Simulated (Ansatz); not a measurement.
Ansatz (a first-principles code) input:

Ansatz 0.2 input:
```yaml
crystal:
  periodic: [false, false, false]
  atoms:
    - {symbol: Si, position_ang: [-1.50778772, 0.13774757, 0.35054881]}
    - {symbol: As, position_ang: [0.78599117, -0.10273817, -0.21715900]}
    - {symbol: H, position_ang: [-2.31214413, -0.74463328, -0.52616254]}
    - {symbol: H, position_ang: [-1.95116584, 1.54029198, 0.15906993]}
    - {symbol: H, position_ang: [-1.74116208, -0.24603510, 1.76427665]}
    - {symbol: H, position_ang: [1.17579141, 0.91227013, 0.86137954]}
basis:
  gaussian:
    orbitals: def2-TZVPD
hamiltonian:
  xc: {name: PBE0}
total_charge: 1
magnetization: {spin_polarized: true, initial_magnetization: 2}
```

Task: Predict the final energy.

Result: -2526.99589 Eh (PBE0/def2-TZVPD). The basis has 133 functions.

This state (charge 1, triplet) is run at the relaxed geometry of the species with charge 0 and multiplicity 2.
